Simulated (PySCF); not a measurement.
Compound: C5H14P2S.
Atom-mapped SMILES: `[CH3:1][CH2:2][P@@:3]([PH2:4])(=[S:5])[CH:6]([CH3:7])[CH3:8]` (hydrogens: H9, H10, H11 on C1; H12, H13 on C2; H14, H15 on P4; H16 on C6; H17, H18, H19 on C7; H20, H21, H22 on C8)

The same species was optimised twice, with GFN2-xTB and with PBE0-D3(BJ)/def2-SVP (PySCF), and the same property calculations (PySCF, gas phase) were run on both structures.

```json
{"coordinate": "P3–P4 (Å)", "GFN2-xTB": "2.206", "PBE0-D3(BJ)/def2-SVP": "2.234", "change": "+0.028"}
{"coordinate": "C2–P3 (Å)", "GFN2-xTB": "1.853", "PBE0-D3(BJ)/def2-SVP": "1.838", "change": "-0.015"}
{"coordinate": "P3–C6 (Å)", "GFN2-xTB": "1.868", "PBE0-D3(BJ)/def2-SVP": "1.854", "change": "-0.014"}
{"coordinate": "P3=S5 (Å)", "GFN2-xTB": "1.948", "PBE0-D3(BJ)/def2-SVP": "1.954", "change": "+0.006"}
{"coordinate": "C6–C7 (Å)", "GFN2-xTB": "1.521", "PBE0-D3(BJ)/def2-SVP": "1.524", "change": "+0.003"}
{"coordinate": "C6–C8 (Å)", "GFN2-xTB": "1.522", "PBE0-D3(BJ)/def2-SVP": "1.524", "change": "+0.002"}
{"coordinate": "C1–C2 (Å)", "GFN2-xTB": "1.520", "PBE0-D3(BJ)/def2-SVP": "1.520", "change": "0.000"}
{"coordinate": "P3–C6–C8 (°)", "GFN2-xTB": "107.2", "PBE0-D3(BJ)/def2-SVP": "109.7", "change": "+2.5"}
{"coordinate": "C1–C2–P3 (°)", "GFN2-xTB": "114.6", "PBE0-D3(BJ)/def2-SVP": "116.8", "change": "+2.2"}
{"coordinate": "C2–P3–P4 (°)", "GFN2-xTB": "103.1", "PBE0-D3(BJ)/def2-SVP": "102.3", "change": "-0.8"}
{"coordinate": "P4–P3–C6 (°)", "GFN2-xTB": "102.0", "PBE0-D3(BJ)/def2-SVP": "102.5", "change": "+0.5"}
{"coordinate": "S5–P3–C6 (°)", "GFN2-xTB": "114.5", "PBE0-D3(BJ)/def2-SVP": "114.1", "change": "-0.4"}
{"coordinate": "C2–P3–S5 (°)", "GFN2-xTB": "112.6", "PBE0-D3(BJ)/def2-SVP": "113.0", "change": "+0.4"}
{"coordinate": "C2–P3–C6 (°)", "GFN2-xTB": "105.9", "PBE0-D3(BJ)/def2-SVP": "106.2", "change": "+0.3"}
{"coordinate": "C7–C6–C8 (°)", "GFN2-xTB": "111.8", "PBE0-D3(BJ)/def2-SVP": "112.0", "change": "+0.2"}
{"coordinate": "C1–C2–P3–P4 (°)", "GFN2-xTB": "51", "PBE0-D3(BJ)/def2-SVP": "57", "change": "+6"}
{"coordinate": "C2–P3–C6–C7 (°)", "GFN2-xTB": "-65", "PBE0-D3(BJ)/def2-SVP": "-62", "change": "+3"}
```

Rotational constants: A = 1142, B = 1003, C = 924.9 MHz (GFN2-xTB) against A = 1118, B = 1005, C = 911.6 MHz (PBE0-D3(BJ)/def2-SVP). Point groups within 0.08 Å: C1 and C1.

On the GFN2-xTB structure: HOMO (eV) -6.25 [PBE0/pcSseg-1]; LUMO (eV) -0.33 [PBE0/pcSseg-1]; dipole (D) 3.82 [PBE0/pcSseg-1]; GIAO shielding of C1 (ppm) 174.6 [PBE0/pcSseg-1]; GIAO shielding of C2 (ppm) 149.4 [PBE0/pcSseg-1]; GIAO shielding of P3 (ppm) 271.3 [PBE0/pcSseg-1]; GIAO shielding of P4 (ppm) 457.9 [PBE0/pcSseg-1]; GIAO shielding of S5 (ppm) 688.9 [PBE0/pcSseg-1]; GIAO shielding of C6 (ppm) 151.9 [PBE0/pcSseg-1]; GIAO shielding of C7 (ppm) 171.8 [PBE0/pcSseg-1]; GIAO shielding of C8 (ppm) 169.5 [PBE0/pcSseg-1].

Q: What do these properties become on the PBE0-D3(BJ)/def2-SVP structure?

A: 
```csv
property,level,on GFN2-xTB,on PBE0-D3(BJ)/def2-SVP,change
HOMO (eV),PBE0/pcSseg-1,-6.25,-6.23,+0.02
LUMO (eV),PBE0/pcSseg-1,-0.33,-0.42,-0.09
dipole (D),PBE0/pcSseg-1,3.82,3.85,+0.03
"energy, GFN2-xTB geometry as zero (kcal/mol)",PBE0/pcSseg-1,0.0,-2.0,-2.0
GIAO shielding of C1 (ppm),PBE0/pcSseg-1,174.6,173.7,-0.9
GIAO shielding of C2 (ppm),PBE0/pcSseg-1,149.4,150.1,+0.7
GIAO shielding of P3 (ppm),PBE0/pcSseg-1,271.3,270.7,-0.6
GIAO shielding of P4 (ppm),PBE0/pcSseg-1,457.9,436.8,-21.1
GIAO shielding of S5 (ppm),PBE0/pcSseg-1,688.9,677.5,-11.4
GIAO shielding of C6 (ppm),PBE0/pcSseg-1,151.9,152.9,+1.0
GIAO shielding of C7 (ppm),PBE0/pcSseg-1,171.8,169.4,-2.4
GIAO shielding of C8 (ppm),PBE0/pcSseg-1,169.5,167.8,-1.7
```

The heavy atoms differ by 0.057 Å rms after alignment. Among bonds between heavy atoms P3–P4 changes most (+0.028 Å). Changes are differences of the printed values. Neither structure is proved a minimum here.

The values belong to the conformer `[CH3:1][CH2:2][P@@:3]([PH2:4])(=[S:5])[CH:6]([CH3:7])[CH3:8]`: C1–C2–P3–P4 57°, C2–P3–C6–C7 -62°, H–P4–P3–C2 161°, H–P4–P3–C2 69°.
